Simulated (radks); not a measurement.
Question: Coulomb parameter of the 4d shell of the ruthenium ion Ru2+ in the model configuration [Kr] 4d5 5s1, as a second difference U = [E(n + 0.5) + E(n - 0.5) - 2 E(n)] / (0.5)^2 with all orbitals relaxed. "Bare": the charge of the atom changes with n. "Screened": the 5s shell takes up the change at fixed total charge, which measures U(4d,4d) + U(5s,5s) - 2 U(4d,5s). All-electron calculation, Dirac Kohn-Sham, PBEsol, spin-unpolarised, spherical densities, point nucleus; open shells are shared between the two j in proportion to 2j + 1. Program: a radial shooting solver on a logarithmic mesh with Libxc functionals. Estimate both.

Answer: U(bare) = 12.917 eV, U(screened by 5s) = 1.821 eV.
